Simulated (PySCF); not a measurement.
Peak assignment

Atom-mapped SMILES (the numbers label the heavy atoms): `[CH3:1][c:2]1[n:3][cH:4][n:5][n:6][c:7]1[O:8][SiH3:9]` (H(Xn): hydrogen on atom n).

PySCF 2.14.0 with density-fitted response routines calculation with shieldings: GIAO PBE0/pcSseg-1 and geometry: GFN2-xTB; equivalent nuclei averaged, no relativistic terms, single conformer, isolated molecule.

Chemical shifts δ = σref − σ; 13C (σref 186.93) and 1H (σref 31.72) against TMS, all at this level.

Task: Assign these signals to the numbered atoms. 13C{1H} NMR (computed): δ 169.1 (C), 158.6 (CH), 156.3 (C), 22.8 (CH3).

Result: 
| δ (ppm) | atoms | environment | reason |
| --- | --- | --- | --- |
| 169.1 | C7 | aromatic carbon bearing oxygen | σ withdrawal by the attached heteroatom moves it downfield of the ring CH carbons |
| 158.6 | C4 | aromatic CH between two ring heteroatoms | – |
| 156.3 | C2 | substituted aromatic carbon next to a ring nitrogen | – |
| 22.8 | C1 | methyl carbon on an aromatic ring | saturated and bonded to C and H only |

Task: Assign these signals to the numbered atoms. 1H NMR (300 MHz, computed): δ 9.53 (s, 1H), 5.20 (s, 3H), 2.71 (s, 3H).

Result: 
9.53 → H(C4), hydrogen on an aromatic CH between two ring heteroatoms: aromatic region
5.20 → H(Si9), hydrogen on a silicon bonded to O
2.71 → H(C1), hydrogen on a methyl carbon on an aromatic ring: benzylic-type position, deshielded by the ring

Shifts are as computed. Against solution values, carbons near 30 ppm lie about +3 ppm off and those near 130 ppm about +5 ppm. Of 1211 compounds with measured shifts, 218 miss one by over three times the rms of a fit or turn the order of signals round; such compounds aren't used in these exercises. No couplings were computed; multiplicities are counted from neighbouring protons, with m where these are inequivalent, close in shift, in a saturated or five-membered ring or joined by F or P, and br s for small geminal =CH2 splittings.
